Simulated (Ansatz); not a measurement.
Reactions of CH5AlSe (`C[Se][AlH2]`).

Computed with Ansatz on PBE0-D4/def2-TZVP structures; ΔE is electronic, products minus reactants. CCSD(T)/CBS is the MP2 limit (def2-TZVPP, def2-QZVPP) plus CCSD(T) − MP2 in def2-TZVPP, frozen cores. This one scheme is used for every species. def2 core potentials past Kr. For Se, Sn, Te outer-core shells are correlated without core-valence functions, which leaves a few kJ/mol of doubt a bond. Scalar relativity is left out up to krypton. One conformer a species, not always the lowest.

Question: Order these by ΔE at CCSD(T)/CBS, lowest first. (Estimate.)
A. `C[Se][AlH2]` + `C[O][SnH3]` → `C[O][SnH2][Se]C` + `[AlH3]`
B. `C[Se][AlH2]` + `NBN` → `N[B](N)[AlH2]` + `C[SeH]`
C. `C[Se][AlH2]` + `O[SiH](O)O` → `O[SiH](O)[O][AlH2]` + `C[SeH]`
D. `C[Se][AlH2]` + `CB[TeH]` → `CB[Te][AlH2]` + `C[SeH]`
E. `C[Se][AlH2]` + `[SH][SnH2][Cl]` → `C[S][SnH2][Cl]` + `[AlH2][SeH]`

Answer: C (-37.9 kJ/mol), E (+0.6 kJ/mol), D (+15.2 kJ/mol), A (+36.7 kJ/mol), B (+161.8 kJ/mol).

Largest T1 diagnostic: 0.013, for `CB[TeH]`.
